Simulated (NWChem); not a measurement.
System: C₄H₂F₂O; SMILES Fc1cocc1F

Program: NWChem. All runs use the structure optimised with PBE0/def2-SVP.

For level PBE0/aug-cc-pVDZ:

| Quantity | Value |
|---|---|
| orbital gap (eV) | 6.75 |
| dipole (D) | 1.53 |

**Question.** What are these values for level PBE0/cc-pVTZ?

**Answer.** 
- orbital gap (eV): 6.92
- dipole (D): 1.43
